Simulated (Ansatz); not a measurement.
Consider the formal exchange of groups at the Si–Si bond: `[SiH3][SiH]([SiH3])[SiH3]` + CH₄ → `C[SiH]([SiH3])[SiH3]` + SiH₄.

Program: Ansatz. Geometries: PBE0-D4/def2-TZVP. ΔE: electronic, gas phase. CCSD(T)/CBS adds triple-zeta CCSD(T) − MP2 to the extrapolated MP2 energy (def2 sets, frozen cores). This one scheme is used for every species. Functionals use def2-TZVPP. B3LYP here is the variant with VWN-RPA as its local correlation; programs differ in this. HSE06 is defined as in plane-wave codes.

```tsv
level	ΔE (kJ/mol)	difference from CCSD(T)/CBS
LDA (SPW92)	31.1	5.8
revPBE-D4	34.4	9.1
BLYP-D4	27.3	2.0
r2SCAN-D4	30.2	4.9
PBE0-D4	33.7	8.4
B3LYP-D4	26.3	1.0
r2SCANh-D4	29.8	4.5
r2SCAN0-D4	29.1	3.8
HSE06-D4	33.8	8.5
BHLYP-D4	24.4	-0.9
CAM-B3LYP-D4	20.9	-4.4
ωB97X-V	23.6	-1.7
ωB97M-V	20.0	-5.3
B2PLYP	22.0	-3.3
PBE-QIDH	27.2	1.9
PBE	33.8	8.5
revPBE	34.2	8.9
r2SCAN	29.6	4.3
PBE0	31.5	6.2
B3LYP	22.6	-2.7
r2SCANh	29.1	3.8
r2SCAN0	28.2	2.9
HSE06	31.6	6.3
BHLYP	19.0	-6.3
CAM-B3LYP	18.3	-7.0
LC-ωPBE	25.2	-0.1
RPA@PBE/def2-TZVPP	20.4	-4.9
MP2/def2-SVP	25.1	-0.2
CCSD/def2-SVP	25.6	0.3
CCSD(T)/def2-SVP	26.7	1.4
HF/def2-TZVPP	13.7	-11.6
MP2/def2-TZVPP	21.5	-3.8
SCS-MP2/def2-TZVPP	18.3	-7.0
CCSD(T)/def2-TZVPP	23.8	-1.5
HF/def2-QZVPP	13.0	-12.3
MP2/def2-QZVPP	22.1	-3.2
SCS-MP2/def2-QZVPP	19.0	-6.3
HF/CBS(def2)	13.0	-12.3
MP2/CBS(def2)	23.0	-2.3
CCSD/CBS(def2)	23.4	-1.9
CCSD(T)/CBS	25.3	0
```

Largest T1 diagnostic among the species: 0.014.

Leaving LDA and LC-ωPBE aside and taking each functional with its dispersion term where it has one, the values, not all of them listed here, spread over 16.0 kJ/mol, from ωB97M-V to PBE-D4. In def2-TZVPP, CCSD(T) changes the Hartree–Fock value by +10.2 kJ/mol (the triples alone add +1.9 kJ/mol) and MP2 by +7.8 kJ/mol. From BLYP to BHLYP (50 % exact exchange), in def2-TZVPP and without D4, ΔE moves by −4.8 kJ/mol.

CCSD(T)/CBS has its own doubt, a few kJ/mol and more with outer-core shells, so smaller differences from it don't rank the levels.
